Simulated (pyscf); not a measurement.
Structures and frequencies: ωB97X-D3(BJ)/def2-SVP in PySCF. Correlated levels are frozen-core, on RHF or UHF. ΔMP2 is the change of the MP2 total energy from the triple- to the quadruple-zeta basis.

PBE/def2-TZVP puts the barrier of H₂As–In [singlet] → HAs=InH (hydrogen shift; singlet surface; As–H broken, H–In formed) at 2.10 eV and the reaction energy at +0.86 eV, from the reactant's lowest minimum found. What do B3LYP-D3(BJ)/def2-TZVP, ωB97M-D3(BJ)/def2-TZVP, CCSD(T)/def2-TZVPP + ΔMP2(QZVPP) give on the same structures?

B3LYP-D3(BJ): ΔE‡ = 2.28 eV, ΔE = +1.01 eV; ωB97M-D3(BJ): ΔE‡ = 2.47 eV, ΔE = +0.97 eV; CCSD(T): ΔE‡ = 2.17 eV, ΔE = +0.90 eV. PBE's barrier lies under all of them, by 0.07 to 0.37 eV. Its reaction energy lies under all of them, by 0.04 to 0.15 eV. One saddle was located; it need not be the lowest between these sides. One closed-shell reference is unstable to symmetry breaking; treat the single-reference values with care. The CCSD(T) − MP2 part came from Ansatz, without density fitting, on the same reference. The frozen core leaves the outer d or s,p core shells of the metals and heavy elements correlated in the MP2 and CC values, and def2-TZVPP describes them poorly, which can shift differences by a few kcal/mol. Elements up to Kr have no core potential and no relativistic terms here. Elements past Kr carry the def2 core potentials, without spin-orbit coupling.
